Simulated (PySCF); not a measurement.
Species: C5H10NO (charge -1).
SMILES with atom numbers: `[H]/[N:7]=[CH:6]/[CH2:5][C:2]([CH3:1])([CH3:3])[O-:4]` (hydrogens: H8, H9, H10 on C1; H11, H12, H13 on C3; H14, H15 on C5; H16 on C6; H17 on N7)

Computed geometry: GFN2-xTB, gas phase.

(1) What internal coordinates does the optimisation give?

## Answers

(1) 
| bond | length (bohr) |
| --- | --- |
| C1–C2 | 2.974 |
| C2–C3 | 2.956 |
| C2–O4 | 2.436 |
| C2–C5 | 3.164 |
| C5–C6 | 2.737 |
| C6=N7 | 2.417 |
| C1–H8 and 5 like bonds | 2.058 |
| C5–H14, C5–H15 | 2.058 |
| C6–H16 | 2.080 |
| N7–H17 | 1.933 |

Bonds in one row agree within 0.02 bohr and their mean is given. A selection of angles:
| angle | degrees |
| --- | --- |
| C2–C1–H8 | 109.6 |
| C2–C1–H9 | 112.2 |
| C2–C1–H10 | 108.4 |
| H8–C1–H9 | 109.4 |
| H8–C1–H10 | 108.2 |
| C1–C2–C3 | 106.6 |
| C1–C2–O4 | 114.0 |
| C1–C2–C5 | 102.3 |
| C3–C2–O4 | 115.4 |
| C3–C2–C5 | 104.7 |
| O4–C2–C5 | 112.6 |
| C2–C5–C6 | 111.2 |
| C2–C5–H14 | 108.9 |
| C2–C5–H15 | 102.8 |
| C6–C5–H14 | 111.1 |
| H14–C5–H15 | 111.2 |
| C5–C6–N7 | 122.7 |
| C5–C6–H16 | 114.2 |
| N7–C6–H16 | 122.9 |
| C6–N7–H17 | 113.4 |

Dihedral angles: C1–C2–C5–C6 170° (antiperiplanar); C2–C5–C6–N7 -112° (anticlinal); H17–N7–C6–C5 175° (antiperiplanar). The mirror-image conformer, all signs reversed, is as good.

N7 (imine nitrogen) is bent (angle 113.4°). The C–C distances run from 1.449 Å (C5–C6, drawn single) to 1.674 Å (C2–C5, drawn single), a spread of 0.225 Å. C6 (imine carbon) is planar (angles 122.9°, 122.7° and 114.2°, sum 359.9°, 0.02 Å off the plane of its three neighbours). Of the pairs four or more bonds apart, C6···H12 is among the closest relative to their van der Waals radii: 2.68 Å, 92 % of the sum of Bondi's values.

Point group: C1 (no symmetry element, even within 0.4 Å). No GFN2-xTB frequencies stand behind this structure, so it isn't proved a minimum.
